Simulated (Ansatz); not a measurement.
Consider the cleavage of the Al–Ge bond: `[F][Al]([Cl])[GeH3]` + HCl → `[F][Al]([Cl])[Cl]` + GeH₄.

Computed with Ansatz on PBE0-D4/def2-TZVP structures; ΔE is electronic, products minus reactants. CCSD(T)/CBS adds triple-zeta CCSD(T) − MP2 to the extrapolated MP2 energy (def2 sets, frozen cores). This one scheme is used for every species. DFT in def2-TZVPP. B3LYP here is the variant with VWN-RPA as its local correlation; programs differ in this. HSE06 is defined as in plane-wave codes. For Ge outer-core shells are correlated without core-valence functions, which leaves a few kJ/mol of doubt a bond. Scalar relativity is left out up to krypton.

`[F][Al]([Cl])[GeH3]`:

Z-matrix (Å, degrees):
```
Ge
Al 1 2.454
H 1 1.538 2 110.3
H 1 1.538 2 110.3 3 -119.0
H 1 1.536 2 111.2 3 120.5
Cl 2 2.087 1 123.3 3 -121.1
F 2 1.644 1 119.8 3 59.0
```

HCl:

Cartesian coordinates in Å:
```
Cl -0.195 0.082 0.603
H 0.195 -0.082 -0.603
```

`[F][Al]([Cl])[Cl]`:

```xyz
4

F     0.312    1.410    0.952
Al    0.017    0.079    0.053
Cl   -1.392    0.169   -1.453
Cl    1.062   -1.658    0.448
```

GeH₄:

```xyz
5

Ge    0.000    0.000    0.000
H     0.774    1.308    0.206
H    -1.496    0.308   -0.139
H     0.223   -0.921    1.206
H     0.500   -0.695   -1.274
```

```csv
level,ΔE (kcal/mol),difference from CCSD(T)/CBS
revPBE-D4,-26.1,2.4
B3LYP-D4,-28.3,0.2
HSE06-D4,-26.7,1.8
BHLYP-D4,-30.0,-1.5
PBE-QIDH,-28.9,-0.4
CAM-B3LYP,-29.4,-0.9
RPA@PBE/def2-TZVPP,-27.5,1.0
CCSD(T)/def2-TZVPP,-28.3,0.2
HF/CBS(def2),-33.5,-5.0
MP2/CBS(def2),-30.3,-1.8
CCSD(T)/CBS,-28.5,0
```

Largest T1 diagnostic among the species: 0.012.

Leaving LDA and LC-ωPBE aside and taking each functional with its dispersion term where it has one, the values, not all of them listed here, spread over 5.9 kcal/mol, from B97M-V to PBE-D4. From PBE to PBE0 (25 % exact exchange), in def2-TZVPP and without D4, ΔE moves by −1.6 kcal/mol.
